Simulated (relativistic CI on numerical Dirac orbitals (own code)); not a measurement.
# Cu¹⁴⁺: q coefficients and field-shift factors

Calculated at this level of theory: Dirac-Coulomb-Breit CI, separate exchange-only KLI orbitals for each configuration, derivatives by finite differences, unscaled Slater integrals, QED left out (own radial code, finite nucleus).

CI space (outside the closed core [Ne]): 3s²3p³, 3s3p⁴, 3s²3p²3d, 3p⁵, 3s3p³3d, 3p⁴3d, 3s²3p3d², 3s²3d³, 3s3p3d³, 3p³3d², 3p²3d³. Double excitations out of closed p, d and f shells are left out; levels of such configurations are missing from the list, as are those of other unlisted configurations, and high levels can miss mixing partners.

With x = (α/α₀)² − 1 an excitation energy changes as ω = ω₀ + qx; K = 2q/ω₀ is the relative enhancement. Terms are leading LS components, so labels can repeat. The field-shift factor is F = δν/δ⟨r²⟩ for the transition from the lowest level.

Lowest level 3s²3p³ ⁴S°3/2.

```
         Level  ω₀ (cm⁻¹)  q (cm⁻¹)        K  F (GHz/fm²)
 3s²3p³ ²D°3/2      51604     -3358    -0.13      0.00635
 3s²3p³ ²D°5/2      61443     10260    0.334      0.00173
 3s²3p³ ²P°1/2      95206     10990    0.231       -0.349
 3s²3p³ ²P°3/2     109836     34800    0.634       -0.443
   3s3p⁴ ⁴P5/2     355582     23610    0.133        -24.2
   3s3p⁴ ⁴P3/2     372925     41970    0.225        -24.1
   3s3p⁴ ⁴P1/2     380025     46900    0.247          -24
   3s3p⁴ ²D3/2     437328     31890    0.146        -20.8
   3s3p⁴ ²D5/2     442173     40800    0.185        -21.2
3s²3p²3d ²P3/2     498373     29870     0.12        -13.7
   3s3p⁴ ²P1/2     507132     31830    0.126        -16.3
3s²3p²3d ⁴F3/2     535271     324.5  0.00121        0.494
   3s3p⁴ ²S1/2     537976     54840    0.204        -18.7
```

At this charge energies of transitions that change n are usually good to better than 1 %, and those within a shell (Δn = 0) to a few per cent.
